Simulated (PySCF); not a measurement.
Compound: CH6AsNSi2.
Bonds: N1–C2 (triple), C2–Si3, Si3–As4, As4–Si5. Hydrogens: H6, H7 on Si3; H8 on As4; H9, H10, H11 on Si5.

Level of theory: PySCF, PBE0-D3(BJ)/def2-SVP geometry optimisation, gas phase.

Task: List the bond lengths, angles and torsions at this level.

Result: 
```tsv
bond	length (Å)
N1≡C2	1.160
C2–Si3	1.859
Si3–As4	2.360
As4–Si5	2.379
Si3–H6, Si3–H7	1.490
As4–H8	1.528
Si5–H9, Si5–H10, Si5–H11	1.492
```

Bonds in one row agree within 0.01 Å and their mean is given. A selection of angles:
```tsv
angle	degrees
N1–C2–Si3	177.2
C2–Si3–As4	105.7
C2–Si3–H6	106.6
As4–Si3–H6	114.7
As4–Si3–H7	111.6
H6–Si3–H7	110.5
Si3–As4–Si5	92.9
Si3–As4–H8	91.3
Si5–As4–H8	92.9
As4–Si5–H9	107.4
As4–Si5–H10	112.6
H9–Si5–H10	109.7
```

Dihedral angles: C2–Si3–As4–Si5 64° (synclinal). The mirror-image conformer, all signs reversed, is as good.

Si3 (SiH2 silicon) is distorted tetrahedral (angles from 105.7° to 114.7°). Si5 (SiH3 silicon) is tetrahedral (angles from 107.3° to 112.6°). As4 (arsenic bonded to 2 Si and H) is pyramidal (angles 92.9°, 92.9° and 91.3°, sum 277.1°, 1.09 Å off the plane of its three neighbours).

Point group: C1 (no symmetry element, even within 0.4 Å). No PBE0-D3(BJ)/def2-SVP frequencies stand behind this structure, so it isn't proved a minimum. The numbers are those of one conformer.
